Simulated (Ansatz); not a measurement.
GeH$_{6}$N$_{2}$ (`[NH2][GeH2][NH2]`), charge 0, multiplicity 1.

**Question.** Give a relaxed structure at PBE0-D4/def2-TZVP (Ansatz 0.2.0). (An estimate is asked.)

**Answer.** The calculation gave: 
Z-matrix (Å, degrees):
```
Ge
N 1 1.832
N 1 1.832 2 103.7
H 1 1.547 2 105.1 3 -123.1
H 1 1.547 2 116.8 3 115.1
H 2 1.010 1 115.2 3 168.1
H 2 1.010 1 114.5 3 -63.9
H 3 1.010 1 115.2 2 168.1
H 3 1.010 1 114.5 2 -63.9
```
Point group C2.
This is one stationary point; other conformers may exist.
